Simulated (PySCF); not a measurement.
C3H3F4, SMILES F[C](F)CC(F)F, multiplicity 2.

The structure is a stationary point at r2SCAN-D4/def2-SVP. The isomer is the one that the SMILES or the coordinates give; other isomers of the formula were not compared. One conformer was computed; it need not be the lowest.

Computed with B3LYP/def2-TZVP in PySCF.

The molecule is in vacuum.

Computed frontier levels, dipole moment and polarisability:
- α spin, highest occupied and lowest empty level = -6.69 and 1.08 eV
- β spin, highest occupied and lowest empty level = -9.88 and -2.30 eV
- dipole moment = 1.30 D
- quadrupole, principal values (traceless, Buckingham form, about the centre of nuclear charge) = -7.77, 2.21, 5.56 D·Å
- mean static polarisability = 38.6 bohr³ (5.73 Å³)
- polarisability, principal values = 35.2, 38.2, 42.5 bohr³
- ⟨S²⟩ = 0.752 (pure state 0.75)
